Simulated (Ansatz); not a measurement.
CH4AlBO (`[CH3][Al]1[BH][O]1`), 8 atoms. The species carries charge 0 and has multiplicity 1. All runs use 2 threads of an Arm Neoverse V1 on a shared host. Correlated methods freeze the cores. Open-shell runs search over several starts.

Give the basis size and wall time and peak host memory of each of these runs in Ansatz. RKS SPW92 (LDA)/def2-TZVPP energy; RHF-CCSD(T)/def2-SVP energy; RKS r2SCAN0-D4/def2-TZVPP energy; UKS B3LYP-D4/def2-TZVPP energy of the cation; UKS ωB97M-V/def2-TZVPP energy of the cation; UHF-MP2/def2-QZVPP energy of the cation; UKS B2PLYP (frozen core)/def2-TZVPP energy of the cation; UKS r2SCAN-D4/def2-TZVPP energy of the cation; RKS PBE0-D4/def2-TZVP relaxation (8 steps); direct RPA on PBE orbitals/def2-TZVPP energy; RKS ωB97M-V/def2-QZVPP energy; UHF-MP2/def2-TZVPP energy of the cation. (An estimate is asked.)

Computed: Other jobs shared the machine, so times are rough.

```json
{"level": "RKS SPW92 (LDA)/def2-TZVPP", "job": "energy", "functions": "191", "wall time": "1.2 s", "peak host memory (GiB)": "0.19"}
{"level": "RHF-CCSD(T)/def2-SVP", "job": "energy", "functions": "80", "wall time": "1.9 s", "peak host memory (GiB)": "0.38"}
{"level": "UHF-MP2/def2-TZVPP", "job": "energy of the cation", "functions": "191", "wall time": "4.7 s", "peak host memory (GiB)": "0.39"}
{"level": "RKS r2SCAN0-D4/def2-TZVPP", "job": "energy", "functions": "191", "wall time": "4.7 s", "peak host memory (GiB)": "0.4"}
{"level": "UKS B3LYP-D4/def2-TZVPP", "job": "energy of the cation", "functions": "191", "wall time": "5.5 s", "peak host memory (GiB)": "0.44"}
{"level": "direct RPA on PBE orbitals/def2-TZVPP", "job": "energy", "functions": "191", "wall time": "6 s", "peak host memory (GiB)": "0.38"}
{"level": "UKS r2SCAN-D4/def2-TZVPP", "job": "energy of the cation", "functions": "191", "wall time": "8 s", "peak host memory (GiB)": "0.38"}
{"level": "UKS B2PLYP (frozen core)/def2-TZVPP", "job": "energy of the cation", "functions": "191", "wall time": "9 s", "peak host memory (GiB)": "0.45"}
{"level": "UKS ωB97M-V/def2-TZVPP", "job": "energy of the cation", "functions": "191", "wall time": "17 s", "peak host memory (GiB)": "0.65"}
{"level": "RKS ωB97M-V/def2-QZVPP", "job": "energy", "functions": "361", "wall time": "19 s", "peak host memory (GiB)": "1.1"}
{"level": "RKS PBE0-D4/def2-TZVP", "job": "relaxation (8 steps)", "functions": "154", "wall time": "26 s", "peak host memory (GiB)": "0.29"}
{"level": "UHF-MP2/def2-QZVPP", "job": "energy of the cation", "functions": "361", "wall time": "38 s", "peak host memory (GiB)": "1.5"}
```

B3LYP here is the variant with VWN-RPA as its local correlation; programs differ in this.
